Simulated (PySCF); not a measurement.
2-fluoro-2-methylpropane (C4H9F), SMILES CC(C)(C)F. Atoms are numbered in the order given.

```xyz
14

C      1.2670     0.7315    -0.4374
C      0.0000     0.0000     0.0029
C      0.0000    -1.4630    -0.4374
C     -1.2670     0.7315    -0.4374
F      0.0000     0.0000     1.4185
H      1.3389     0.7730    -1.5426
H      1.2669     1.7683    -0.0471
H      2.1649     0.2130    -0.0471
H      0.0000    -1.5460    -1.5426
H     -0.8980    -1.9813    -0.0471
H      0.8980    -1.9813    -0.0471
H     -1.2669     1.7683    -0.0471
H     -1.3389     0.7730    -1.5426
H     -2.1649     0.2130    -0.0471
```

Geometry optimised at PBE-D3(BJ)/def2-SVP.

Level of theory: PBE-D3(BJ)/def2-SVP run with PySCF.

Frequencies are harmonic and unscaled.

Modes within 1.5 cm⁻¹ of each other (mostly degenerate sets) share a row, with their intensities summed.

Computed normal modes with their intensities:
```json
[
 {"mode": "1", "ν (cm⁻¹)": "190", "IR (km/mol)": "0.0", "Raman (Å⁴/amu)": "0.0", "depolarisation": "–", "moving atoms (share of kinetic energy)": "H 100 %"},
 {"mode": "2–3", "ν (cm⁻¹)": "250", "IR (km/mol)": "0.0", "Raman (Å⁴/amu)": "0.0", "depolarisation": "–", "moving atoms (share of kinetic energy)": "H 95 %"},
 {"mode": "4–5", "ν (cm⁻¹)": "326", "IR (km/mol)": "2.9", "Raman (Å⁴/amu)": "1.3", "depolarisation": "0.75", "moving atoms (share of kinetic energy)": "C 42 %, H 36 %, F 22 %"},
 {"mode": "6", "ν (cm⁻¹)": "396", "IR (km/mol)": "1.8", "Raman (Å⁴/amu)": "0.1", "depolarisation": "0.02", "moving atoms (share of kinetic energy)": "H 42 %, C 35 %, F 23 %"},
 {"mode": "7–8", "ν (cm⁻¹)": "449", "IR (km/mol)": "8.1", "Raman (Å⁴/amu)": "0.9", "depolarisation": "0.75", "moving atoms (share of kinetic energy)": "C 47 %, H 32 %, F 21 %"},
 {"mode": "9", "ν (cm⁻¹)": "749", "IR (km/mol)": "3.7", "Raman (Å⁴/amu)": "8.7", "depolarisation": "0.01", "moving atoms (share of kinetic energy)": "C 63 %, H 21 %, F 16 %"},
 {"mode": "10", "ν (cm⁻¹)": "885", "IR (km/mol)": "41.9", "Raman (Å⁴/amu)": "5.7", "depolarisation": "0.75", "moving atoms (share of kinetic energy)": "F 34 %, C 34 %, H 32 %"},
 {"mode": "11–12", "ν (cm⁻¹)": "889", "IR (km/mol)": "0.5", "Raman (Å⁴/amu)": "8.8", "depolarisation": "0.75", "moving atoms (share of kinetic energy)": "H 62 %, C 37 %"},
 {"mode": "13", "ν (cm⁻¹)": "916", "IR (km/mol)": "0.0", "Raman (Å⁴/amu)": "0.0", "depolarisation": "–", "moving atoms (share of kinetic energy)": "H 82 %, C 18 %"},
 {"mode": "14–15", "ν (cm⁻¹)": "999", "IR (km/mol)": "1.4", "Raman (Å⁴/amu)": "7.5", "depolarisation": "0.75", "moving atoms (share of kinetic energy)": "H 68 %, C 32 %"},
 {"mode": "16", "ν (cm⁻¹)": "1182", "IR (km/mol)": "59.4", "Raman (Å⁴/amu)": "1.6", "depolarisation": "0.33", "moving atoms (share of kinetic energy)": "C 64 %, H 33 %"},
 {"mode": "17–18", "ν (cm⁻¹)": "1232", "IR (km/mol)": "42.6", "Raman (Å⁴/amu)": "8.2", "depolarisation": "0.75", "moving atoms (share of kinetic energy)": "C 61 %, H 38 %"},
 {"mode": "19–20", "ν (cm⁻¹)": "1334", "IR (km/mol)": "55.0", "Raman (Å⁴/amu)": "4.5", "depolarisation": "0.75", "moving atoms (share of kinetic energy)": "H 66 %, C 34 %"},
 {"mode": "21", "ν (cm⁻¹)": "1350", "IR (km/mol)": "11.0", "Raman (Å⁴/amu)": "0.4", "depolarisation": "0.62", "moving atoms (share of kinetic energy)": "H 78 %, C 22 %"},
 {"mode": "22", "ν (cm⁻¹)": "1386", "IR (km/mol)": "0.0", "Raman (Å⁴/amu)": "0.0", "depolarisation": "–", "moving atoms (share of kinetic energy)": "H 96 %"},
 {"mode": "23–24", "ν (cm⁻¹)": "1403", "IR (km/mol)": "0.2", "Raman (Å⁴/amu)": "60.2", "depolarisation": "0.75", "moving atoms (share of kinetic energy)": "H 96 %"},
 {"mode": "25–26", "ν (cm⁻¹)": "1418", "IR (km/mol)": "2.0", "Raman (Å⁴/amu)": "14.7", "depolarisation": "0.75", "moving atoms (share of kinetic energy)": "H 91 %, C 9 %"},
 {"mode": "27", "ν (cm⁻¹)": "1441", "IR (km/mol)": "5.7", "Raman (Å⁴/amu)": "0.8", "depolarisation": "0.72", "moving atoms (share of kinetic energy)": "H 94 %"},
 {"mode": "28–29", "ν (cm⁻¹)": "2977", "IR (km/mol)": "29.6", "Raman (Å⁴/amu)": "2.1", "depolarisation": "0.75", "moving atoms (share of kinetic energy)": "H 97 %"},
 {"mode": "30", "ν (cm⁻¹)": "2983", "IR (km/mol)": "2.0", "Raman (Å⁴/amu)": "367.5", "depolarisation": "0.00", "moving atoms (share of kinetic energy)": "H 97 %"},
 {"mode": "31–32", "ν (cm⁻¹)": "3073", "IR (km/mol)": "0.1", "Raman (Å⁴/amu)": "22.5", "depolarisation": "0.75", "moving atoms (share of kinetic energy)": "H 91 %, C 9 %"},
 {"mode": "33", "ν (cm⁻¹)": "3075", "IR (km/mol)": "0.0", "Raman (Å⁴/amu)": "0.0", "depolarisation": "–", "moving atoms (share of kinetic energy)": "H 90 %, C 10 %"},
 {"mode": "34–35", "ν (cm⁻¹)": "3078", "IR (km/mol)": "50.0", "Raman (Å⁴/amu)": "234.4", "depolarisation": "0.75", "moving atoms (share of kinetic energy)": "H 91 %, C 9 %"},
 {"mode": "36", "ν (cm⁻¹)": "3080", "IR (km/mol)": "33.5", "Raman (Å⁴/amu)": "131.6", "depolarisation": "0.72", "moving atoms (share of kinetic energy)": "H 91 %, C 9 %"}
]
```
